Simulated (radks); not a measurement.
Excited configurations of Sm23+: one electron is placed in a higher orbital outside [Kr] 4d2. The ground configuration is [Kr] 4d3. Method: scalar-relativistic Kohn-Sham, PBEsol, spin-polarised, spherical densities, point nucleus; open shells are filled with parallel spins first (spin-orbit coupling, left out, can overturn this in heavy ions); computed with a radial shooting solver on a logarithmic mesh with Libxc functionals. Excitation = E - E(ground); binding = E(ion) - E, where the ion is the core of charge +24; n* = 24/sqrt(2 binding) in atomic units. These energies are relativistic, and a one-electron ion of charge +24 with no core already has n* below n in this formula (scalar-relativistic equation, point nucleus: 4f 3.998, 5d 4.996, 5f 4.998, 6d 5.996, 7p 6.991). The quantum defect is therefore taken as that value minus n*, so that it holds no relativistic shift of the bare ion.

outer orbital	excitation (eV)	binding (eV)	n*	quantum defect	eigenvalue (eV)	<r> (bohr)
4f	136.89	604.74	3.600	0.399	-584.77	0.5615
5d	320.56	421.07	4.314	0.682	-411.58	1.060
5f	377.29	364.34	4.638	0.360	-355.04	1.097
6d	464.84	276.79	5.321	0.675	-271.36	1.668
7p	528.80	212.83	6.068	0.923	-209.11	2.281

The Delta-SCF ionisation energy is 741.63 eV (NIST Atomic Spectra Database: 742 eV, theoretical). Self-interaction in the functional shifts the binding energies and quantum defects, so they are the method's values and not measured ones. Open shells are spherical and high-spin; term and fine-structure splittings are not resolved. Spin-orbit splitting is averaged out at the scalar-relativistic level.
